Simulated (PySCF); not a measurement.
How methods differ on the excitation energy of V

V [Ar] 3d3 4s2 (4F) → V [Ar] 3d3 4s1 4p1 (high-spin determinant), as a difference of total energies. Calculation: PySCF 2.14, in def2-QZVPPD; the non-relativistic Hamiltonian (point nucleus). Correlated levels: valence and next inner shell: [Ne] frozen. The calculations carry no spin-orbit coupling.

```csv
method,excitation energy (eV)
UHF,1.001
MP2 (valence and next inner shell),1.911
SCS-MP2 (valence and next inner shell),2.102
CCSD (valence and next inner shell),1.971
CCSD(T) (valence and next inner shell),2.070
```

Question: How much does correlation contribute at CCSD(T) (valence and next inner shell)?

Answer: 2.070 − (1.001) = 1.069 eV, measured against UHF.

The determinant of the upper state mixes LS terms, which raises its energy above the lowest term, most at the Hartree-Fock and MP2 levels.
